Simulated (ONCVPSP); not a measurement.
Reading a pseudo-wave (Co)

Columns: radius, all-electron u(r) and pseudo u(r) of the 3d shell (level -8.20 eV) of cobalt in the configuration [Ne] 3s2 3p6 3d7 4s2; PBE, scalar-relativistic, ONCV scheme, ONCVPSP 4.0.1.

```
r (bohr)  all-electron  pseudo
   0.068        0.0331  0.0048
   0.135        0.1544  0.0352
   0.202        0.3254  0.1092
   0.270        0.5029  0.2335
   0.338        0.6573  0.3983
   0.405        0.7764  0.5798
   0.473        0.8632  0.7576
   0.540        0.9174  0.9029
   0.608        0.9458  1.0046
   0.675        0.9528  1.0539
   0.742        0.9442  1.0577
   0.810        0.9240  1.0262
   0.878        0.8960  0.9738
   0.945        0.8633  0.9144
   1.013        0.8271  0.8552
   1.080        0.7899  0.8026
   1.148        0.7516  0.7558
   1.215        0.7142  0.7150
   1.283        0.6770  0.6769
   1.350        0.6414  0.6413
   1.418        0.6067  0.6066
   1.485        0.5739  0.5739
   1.553        0.5422  0.5422
   1.620        0.5126  0.5126
   1.688        0.4841  0.4840
   1.755        0.4575  0.4575
```

Problem. How many radial nodes do the two functions have?

Solution. The all-electron 3d function has n − l − 1 = 0; the pseudo-wave has 0.

Problem. At about which radius was the pseudo-wave matched?

Solution. 1.35 bohr. The columns agree to 0.0005 from 1.28 bohr on; several derivatives are matched, so the curves merge somewhat inside the radius.

Problem. Is the pseudo-wave norm-conserving?

Solution. Yes: the ONCV scheme keeps the norm inside the radius equal to the all-electron one, which fixes the energy derivative of the logarithmic derivative at the level.
